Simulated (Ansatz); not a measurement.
The same path of CH$_{3}$AlO$_{2}$ (7 atoms, charge 0, multiplicity 1) was run twice with different band settings. Lost on the way: Al1–H2. Made: Al1–O5, H2–C6.

All numbers below come from Ansatz, RKS PBE/def2-mTZVP.

Relaxed end points:

```xyz
7
Properties=species:S:1:pos:R:3
Al -0.825 -1.009 -0.142
H -0.398 -0.964 1.407
H -0.073 -2.022 -1.126
H -2.195 -0.314 -0.590
O 0.509 0.800 -0.592
C 1.164 1.434 0.161
O 1.817 2.076 0.882
```

```xyz
7
Properties=species:S:1:pos:R:3
Al -0.612 -1.012 -0.745
H -0.220 1.088 1.306
H -0.243 -1.967 -1.952
H -1.982 -0.941 0.062
O 0.667 0.083 -0.272
C 0.715 1.023 0.701
O 1.675 1.727 0.902
```

Common settings: spring 5.0 eV/Å²; optimiser quadratic models (default); start path through a guess of the saddle point; force threshold 0.03 eV/Å; iteration limit 60; end points relaxed.

| run | movable images | climbing image |
| --- | --- | --- |
| 1 | 7 | yes |
| 2 | 8 | no |

Problem. What does each run give, and how far can it be trusted?

Solution. Run 1: converged after 28 iterations, highest image 0.181 eV above the first end. A vibrational analysis at the climbing image gives one clearly imaginary mode, 395i cm⁻¹: a first-order saddle point.
Run 2: converged after 30 iterations, highest image 0.165 eV above the first end. Beside the main top the profile has a ripple of under 15 meV (maxima at images 2, 8), which may be a very shallow well or noise. No image climbed, so the highest image needn't sit at the top of the path.
The orbitals stay closed-shell, which can raise the energy where a bond breaks towards radicals; this wasn't checked here.
